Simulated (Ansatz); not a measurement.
Gas-phase reaction in SMILES: O[Si](F)(F)F [trifluoro(hydroxy)silane] -> [O][Si](F)(F)F + H atom (the H-O bond at the site shown breaks; other sites are not compared here)
Geometries: B3LYP-D3(BJ)/def2-TZVP minima from Ansatz (an electronic-structure program), one conformer each, not searched for the lowest. Frequencies are from Ansatz.

Quantity: bond dissociation energy (enthalpy at 298 K, with B3LYP-D3(BJ) rigid-rotor harmonic-oscillator terms), in kcal/mol. Correlated levels leave the core frozen unless marked. Open shells are spin-unrestricted. Spin-orbit coupling is left out. Non-relativistic unless marked X2C. CBS(X,Y): correlation extrapolated as X^-3; Hartree-Fock from the larger set.

| level | program | bond dissociation energy (kcal/mol) | minus last row |
|---|---|---|---|
| PBE-D4/def2-TZVPD | Ansatz + dftd4 | 122.6 | -5.3 |
| B97M-V/def2-TZVPD | Ansatz | 121.4 | -6.5 |
| B3LYP/def2-TZVPD | Ansatz | 122.3 | -5.6 |
| PBE0/def2-QZVPP | Ansatz | 122.3 | -5.6 |
| r2SCAN0/def2-TZVPD | Ansatz | 120.5 | -7.4 |
| B2GP-PLYP-D4/def2-TZVPD | Ansatz + dftd4 | 123.8 | -4.1 |
| SCS-MP2/cc-pV(T+d)Z | Ansatz | 127.0 | -0.9 |
| CCSD(T)/cc-pVTZ | Ansatz | 124.5 | -3.4 |
| X2C-CCSD(T)/cc-pVTZ-DK | Ansatz | 124.3 | -3.6 |
| CCSD(T)/CBS(cc-pV(T+d)Z,cc-pV(Q+d)Z) | Ansatz | 127.9 | 0.0 |
